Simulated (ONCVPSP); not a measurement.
Plane-wave convergence, ONCV potential for gallium

```json
{"Element": "Ga", "Generator": "ONCVPSP 4.0.1", "Type": "optimised norm-conserving Vanderbilt (ONCV)", "Functional": "PBE", "Relativity": "scalar-relativistic", "Frozen core": "[Ar] 3d10", "Valence charge": "3", "Reference configuration": "4s2 4p1", "Partial waves": "4s: rc 1.75 bohr, ncon 4, nbas 7, qcut 3.5 1/bohr, 2 projectors, debl 0.9 Ha; 4p: rc 2.35 bohr, ncon 5, nbas 8, qcut 3.5 1/bohr, 2 projectors, debl 2.9 Ha", "Local potential": "polynomial inside 1.70 bohr (lpopt 5, dvloc0 6 Ha)", "Core correction": "none"}
```

Task: For each optimised wave give the share of its norm inside rc, the residual kinetic energy above qcut (Ha) and the cutoffs (Ha) for errors of 10, 1, 0.1 and 0.01 mHa per electron.

Result:

```json
{"wave": "4s", "norm inside rc": "0.280", "residual KE": "2.9e-03", "10 mHa": "4.7", "1 mHa": "10.8", "0.1 mHa": "31.7", "0.01 mHa": "38.8"}
{"wave": "s projector 2", "norm inside rc": "0.162", "residual KE": "4.1e-03", "10 mHa": "5.1", "1 mHa": "12.9", "0.1 mHa": "48.1", "0.01 mHa": "58.1"}
{"wave": "4p", "norm inside rc": "0.265", "residual KE": "3.6e-04", "10 mHa": "1.4", "1 mHa": "3.9", "0.1 mHa": "13.9", "0.01 mHa": "30.9"}
{"wave": "p projector 2", "norm inside rc": "0.204", "residual KE": "3.9e-02", "10 mHa": "7.8", "1 mHa": "19.5", "0.1 mHa": "37.6", "0.01 mHa": "44.3"}
```

The occupied waves need 11 Ha and 32 Ha for 1 and 0.1 mHa.
